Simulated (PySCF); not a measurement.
**Vertical excitation energies**

Species: C₆H₉BO.
Cartesian coordinates in Å at the PBE0-D3(BJ)/def2-SVP level; atoms count from 1:
```xyz
17
C6H9BO angstrom
C     -1.5512    1.5149   -0.2850
B     -0.9677    0.0702   -0.0785
C     -1.9313   -1.1593    0.1158
C      0.5578   -0.1504   -0.0665
C      1.3464   -1.2822    0.0099
C      2.7018   -0.8672   -0.0222
C      2.6555    0.4988   -0.1158
O      1.3983    0.9337   -0.1436
H     -0.8543    2.3245   -0.0258
H     -1.7656    1.6151   -1.3672
H     -2.5132    1.6690    0.2284
H     -2.2390   -1.1615    1.1792
H     -1.4888   -2.1447   -0.0914
H     -2.8631   -1.0552   -0.4628
H      0.9750   -2.3033    0.0793
H      3.5960   -1.4856    0.0178
H      3.4340    1.2580   -0.1684
```

Level of theory: PySCF, TDDFT CAM-B3LYP/def2-SVPD, vertical, gas phase, core orbitals frozen in the response.

```json
{"state": "S1", "E (eV)": "5.16", "λ (nm)": "240.4", "f": "0.384", "main configurations (H = HOMO, L = LUMO)": "H→L (97%)"}
{"state": "S2", "E (eV)": "6.14", "λ (nm)": "201.8", "f": "0.0012", "main configurations (H = HOMO, L = LUMO)": "H-2→L (92%)"}
{"state": "S3", "E (eV)": "6.26", "λ (nm)": "198.1", "f": "0.024", "main configurations (H = HOMO, L = LUMO)": "H-1→L (85%), H→L+4 (10%)"}
{"state": "S4", "E (eV)": "6.43", "λ (nm)": "193.0", "f": "0.0020", "main configurations (H = HOMO, L = LUMO)": "H-3→L (91%)"}
{"state": "S5", "E (eV)": "6.54", "λ (nm)": "189.6", "f": "0.0003", "main configurations (H = HOMO, L = LUMO)": "H→L+1 (83%), H→L+2 (11%)"}
{"state": "S6", "E (eV)": "7.27", "λ (nm)": "170.5", "f": "0.035", "main configurations (H = HOMO, L = LUMO)": "H→L+2 (73%)"}
```

The lowest singlet comes at 240 nm (498 kJ/mol) in the ultraviolet; it is strong; its leading configuration is HOMO→LUMO (97%). The lowest level is also the most intense of those listed (f = 0.384). Löwdin shares by element: HOMO carbon 80% or more (atoms not listed hold the other 20%); LUMO carbon 39% or more, boron 25% (atoms not listed hold the other 36%). Weighted by f, the mean energy of these states is 5.39 eV. Orbital energies (eV): HOMO-3 -10.52, HOMO-2 -10.19, HOMO-1 -9.57, HOMO -8.12, LUMO -0.22, LUMO+1 1.02, LUMO+2 1.80. Of the 6 states listed, 3 reach f = 0.01 and 1 stays under 0.0005. No computed singlet lies in the visible range (380 to 750 nm); the lowest, at 240 nm, stands 1.90 eV above its violet end (3.26 eV). The window holds the lowest 6 singlets.

The run took about 80 s of CPU time (one thread, shared machine).
